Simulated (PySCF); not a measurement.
# Spinor energies of As²⁷⁺ (arsenic, charge +27)

Start: [He] 2s2 2p2; 2p1/2 filled at m_j = -1/2, +1/2. Calculated with PySCF 2.14 in an even-tempered Gaussian basis (17 s from 9 bohr⁻², ratio 2.4; 11 p from 12 bohr⁻², ratio 2.4; 5 d from 41 bohr⁻², ratio 2.6; 4 f from 62 bohr⁻², ratio 2.6): generalised Hartree-Fock with the X2C-1e Hamiltonian and a Gaussian nucleus; one run each with spin-orbit coupling (SO) switched off, then screened by Boettger's factors.

| spinor shell | electrons | ε, spin-free (eV) | ε, screened SO (eV) | weight of nominal j (screened SO) | rms radius, screened SO (bohr) |
| --- | --- | --- | --- | --- | --- |
| 1s1/2 | 2 | -13721.8 | -13717.8 | 1.000 | 0.0521 |
| 2s1/2 | 2 | -3031.5 | -3030.3 | 1.000 | 0.206 |
| 2p1/2 | 2 | -2928.6 | -2941.7 | 1.000 | 0.178 |

| quantity | spin-free | screened SO |
| --- | --- | --- |
| E (hartree) | -1550.23065 | -1551.78316 |
| M_J | 0 | 0 |
| ⟨J²⟩ | 2.000 | 0.000 |
| ⟨L²⟩ | 2.000 | 1.333 |
| ⟨S²⟩ | 2.000 | 1.333 |

Without spin-orbit coupling the j labels of p, d and f shells carry no meaning; the spin-free column gives the mean over the occupied spinors of each nl shell.
